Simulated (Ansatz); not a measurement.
The cluster Te₂Mo (the lowest singlet isomer of a short search) was relaxed with B3LYP-D4 (def2-TZVP) in Ansatz in these states: neutral quintet, neutral triplet. The geometries follow in no particular order.

In the def2 sets Mo, Te take a core potential; there is no spin–orbit coupling.

A:

Cartesian coordinates in Å:
```
Mo -0.101 0.718 0.531
Te -1.983 -0.684 -0.214
Te 2.084 -0.034 -0.317
```

B:

```xyz
3

Mo   -1.175   -0.045    0.439
Te    1.120    0.629    1.271
Te    0.055   -0.584   -1.709
```

Judge from the bond lengths which geometry belongs to which state (an estimate).

A is the neutral triplet (Mo1–Te3 2.462 Å, Mo1–Te2 2.462 Å); B is the neutral quintet (Mo1–Te3 2.533 Å, Mo1–Te2 2.533 Å).

At B3LYP-D4/def2-TZVP the charge 0 triplet is spin-contaminated (final ⟨S²⟩ up to 2.22, 2.00 for a pure state). At B3LYP-D4/def2-TZVP the charge 0 quintet is spin-contaminated (final ⟨S²⟩ up to 6.21, 6.00 for a pure state). At PBE0-D4/def2-TZVP a triplet lies 0.52 eV below the neutral quintet. These are the stationary points nearest to one start from a short search; other shapes may lie lower in each state.
